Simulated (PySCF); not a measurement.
# Peak assignment

Bonds (- single, = double, # triple, : aromatic): C1=C2, C2-C3, C2-P4, P4=N5, N5-C6, P4-C7, C7=C8, C8-C9, C9=C10, C10-F11, C10-P4. C1 carries H12, H13; C3 carries H14, H15, H16; C6 carries H17, H18, H19; C7 carries H20; C8 carries H21; C9 carries H22. Stereochemistry as in C=C(C)[P@]1(=NC)C=CC=C1F. H13 is cis to C3; H12 is trans to C3.

Theory: GFN2-xTB geometry, shieldings: GIAO PBE0/pcSseg-1, in PySCF 2.14 (single conformer, equivalent nuclei averaged, non-relativistic, no solvent model).

δ = σ(ref) − σ, references computed at the same level: 13C (186.93 ppm) and 1H (31.72 ppm) against TMS.

(1) Assign these signals to the numbered atoms. 13C{1H} NMR (computed): δ 184.0 (C), 146.3 (CH), 143.8 (C), 137.7 (CH2), 126.4 (CH), 121.9 (CH), 32.9 (CH3), 21.4 (CH3).

(2) Assign these signals to the numbered atoms. 1H NMR (400 MHz, computed): δ 6.85 (m, 1H), 6.46 (m, 1H), 6.34 (m, 1H), 6.18 (m, 1H), 5.52 (m, 1H), 3.20 (m, 3H), 1.88 (m, 3H).

## Answers

(1) 
```tsv
δ (ppm)	atoms	environment	reason
184.0	C10	fully substituted alkene carbon	–
146.3	C8	alkene CH	the olefinic region
143.8	C2	fully substituted alkene carbon	an sp2 carbon of a C=C bond
137.7	C1	terminal =CH2 carbon	an sp2 carbon of a C=C bond
126.4	C7	alkene CH	as expected for a trigonal carbon in a double bond
121.9	C9	alkene CH	–
32.9	C6	methyl carbon bonded to N	pulled downfield by the heteroatom
21.4	C3	allylic methyl carbon	saturated and bonded to C and H only
```

(2) 
| δ (ppm) | atoms | environment | reason |
| --- | --- | --- | --- |
| 6.85 | H21 | hydrogen on an alkene CH | attached to an sp2 carbon and in the plane of the double bond |
| 6.46 | H12 | hydrogen on a terminal =CH2 carbon | a vinylic proton, deshielded by the sp2 carbon and the C=C anisotropy |
| 6.34 | H13 | hydrogen on a terminal =CH2 carbon | – |
| 6.18 | H22 | hydrogen on an alkene CH | olefinic region |
| 5.52 | H20 | hydrogen on an alkene CH | – |
| 3.20 | H17/H18/H19 | hydrogen on a methyl carbon bonded to N | its carbon carries N, hence the downfield position |
| 1.88 | H14/H15/H16 | hydrogen on an allylic methyl carbon | allylic position |

H12 and H13 lie closer than the usual error of such a calculation, so a measured spectrum could show them in the other order.

Splittings by 19F and 31P in the carbon and heteronuclear signals aren't shown, as no couplings were computed. Shifts are as computed. Against solution values, carbons near 30 ppm lie about +3 ppm off and those near 130 ppm about +5 ppm. Of 1211 compounds with measured shifts, 218 miss one by over three times the rms of a fit or turn the order of signals round; such compounds aren't used in these exercises. No couplings were computed; multiplicities are counted from neighbouring protons, with m where these are inequivalent, close in shift, in a saturated or five-membered ring or joined by F or P, and br s for small geminal =CH2 splittings.
